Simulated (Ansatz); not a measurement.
A nudged elastic band was laid between two geometries of Cl2H2Sn + H2O (8 atoms, charge 0, multiplicity 1).

Level of theory: RKS PBE0-D4/def2-SVP in Ansatz.

```yaml
movable_images: 5
climbing_image: yes
spring: 0.5 eV/Å²
optimiser: quadratic models (default)
start_path: through a guess of the saddle point
force_threshold: 0.05 eV/Å
iteration_limit: 60
end_points: relaxed
```

Image 0:

```xyz
8
Properties=species:S:1:pos:R:3
Sn -0.102 0.205 0.135
H 0.009 0.709 1.752
Cl 1.991 -0.157 -0.928
H -0.793 1.359 -0.929
Cl -1.564 -1.633 -0.222
O 1.000 -1.843 1.410
H 1.776 -1.957 0.843
H 0.381 -2.531 1.126
```

Image 6:

```xyz
8
Properties=species:S:1:pos:R:3
Sn -0.132 -0.473 -0.789
H 1.248 -0.247 3.707
Cl 1.901 -0.027 -1.848
H -1.023 0.933 -0.466
Cl -1.285 -1.950 -2.184
O 0.237 -1.387 0.911
H 0.773 -2.184 0.810
H 0.977 -0.515 3.046
```

Problem. What changes between the two ends?

Solution. Bonds broken: Sn1–H2, O6–H8. Bonds formed: Sn1–O6, H2–H8. Cl2H2Sn + H2O becomes Cl2H2OSn + H2.

Problem. Give the energies along the band, and the barrier.

Solution. It converged. The highest image is number 3 of 0 to 6, 1.67 eV above the first end and 1.20 eV above the last; the last end lies 0.47 eV above the first. Neighbouring images differ by up to 1.2 eV, so the band resolves the path poorly. The order of the stationary point at the top wasn't checked. The orbitals stay closed-shell, which can raise the energy where a bond breaks towards radicals; this wasn't checked here.

```json
{"image": "0", "path coordinate (Å)": "0.00", "energy (eV)": "0.00", "Sn1–H2 (Å)": "1.70", "O6–H8 (Å)": "0.97", "Sn1–O6 (Å)": "2.65"}
{"image": "1", "path coordinate (Å)": "1.39", "energy (eV)": "0.19", "Sn1–H2 (Å)": "1.69", "O6–H8 (Å)": "0.96", "Sn1–O6 (Å)": "2.84"}
{"image": "2", "path coordinate (Å)": "2.77", "energy (eV)": "0.44", "Sn1–H2 (Å)": "1.71", "O6–H8 (Å)": "0.97", "Sn1–O6 (Å)": "2.61"}
{"image": "3", "path coordinate (Å)": "4.12", "energy (eV)": "1.67", "Sn1–H2 (Å)": "2.06", "O6–H8 (Å)": "1.23", "Sn1–O6 (Å)": "2.12"}
{"image": "4", "path coordinate (Å)": "5.98", "energy (eV)": "0.48", "Sn1–H2 (Å)": "3.63", "O6–H8 (Å)": "2.46", "Sn1–O6 (Å)": "1.97"}
{"image": "5", "path coordinate (Å)": "7.84", "energy (eV)": "0.47", "Sn1–H2 (Å)": "4.22", "O6–H8 (Å)": "2.42", "Sn1–O6 (Å)": "1.96"}
{"image": "6", "path coordinate (Å)": "9.69", "energy (eV)": "0.47", "Sn1–H2 (Å)": "4.71", "O6–H8 (Å)": "2.42", "Sn1–O6 (Å)": "1.97"}
```

Problem. What is the geometry of the highest image?

Solution. 
```xyz
8
Properties=species:S:1:pos:R:3
Sn 0.092 -0.261 -0.118
H -0.677 -0.581 1.763
Cl 1.682 -0.670 -1.818
H -0.037 1.432 -0.024
Cl -1.719 -1.474 -0.971
O 1.329 -1.200 1.329
H 1.795 -2.034 1.163
H 0.229 -1.063 1.862
```

Time of the run: 7.7 min on 2 threads of Arm Neoverse V2, on a shared host, peak memory 0.23 GiB.
